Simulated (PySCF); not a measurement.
Species: C₄H₇F₂OS (doublet state).
Atom-mapped SMILES: `[CH2:1][CH2:2][O:3][C:4]([F:5])([F:6])[CH2:7][SH:8]` (hydrogens: H9, H10 on C1; H11, H12 on C2; H13, H14 on C7; H15 on S8)

Structure used (GFN2-xTB), in Å, numbered top down from 1:
```xyz
15
C4H7F2OS angstrom
C     -2.134    1.440   -0.462
C     -1.554    0.152   -0.078
O     -0.120    0.236   -0.143
C      0.553   -0.908    0.023
F      0.223   -1.825   -0.953
F      0.191   -1.548    1.175
C      2.056   -0.675   -0.023
S      2.579    0.571    1.191
H     -1.528    2.175   -0.950
H     -3.172    1.623   -0.279
H     -1.886   -0.663   -0.749
H     -1.854   -0.138    0.943
H      2.326   -0.351   -1.028
H      2.568   -1.603    0.226
H      1.747    1.522    0.775
```

The hyperfine couplings belong to this conformer and change with its torsions.

Method used: PySCF, UKS B3LYP, pcH-1 on C F H O S, non-relativistic, mean-field spin-orbit, GIAO. Isolated species at its GFN2-xTB geometry (one conformer only). A GFN2-xTB geometry isn't a minimum of the functional, and hyperfine couplings can be far from their values at a DFT geometry. Stability of the SCF solution: not tested.

(1) The isotropic 13C couplings are +87.6, -39.9, -1.1 MHz. Assign them to C1; C2; C4.

Answers

(1) 
```tsv
site	a_iso (MHz)	ρ(0) (bohr⁻³)	position	distance from C1 (Å)	spin population	largest |T| (MHz)
C1	+87.6	+0.0780	largest spin population	0.00	+1.08	164.7
C2	-39.9	-0.0355	1 bond from C1	1.46	-0.09	2.9
C4	-1.1	-0.0010	3 bonds from C1	3.60	0.00	0.7
```

ρ(0) is the spin density at the nucleus and T the dipolar tensor; a_iso includes a spin–orbit part; entries for several nuclei are means. The Mulliken spin populations are largest on C1 (+1.08) and C2 (-0.09). C1 is the only atom above +0.15. The positive populations add up to 1.18 and the negative ones to -0.18, together 2S = 1. The angles at C1 add up to 360.0°, so it is planar; its axial dipolar tensor and the negative couplings of its protons fit spin in a p orbital normal to that plane.

Nuclei that the bonding pattern makes equivalent are averaged, as if the motion that swaps them (rotation, inversion, ring flip) were fast. The 1H value of +125.7 MHz is a mean of couplings from 100.8 to 150.6 MHz in this one geometry, not an average over conformers. The 19F value of +3.6 MHz is a mean of couplings from 0.9 to 6.3 MHz in this one geometry, not an average over conformers.
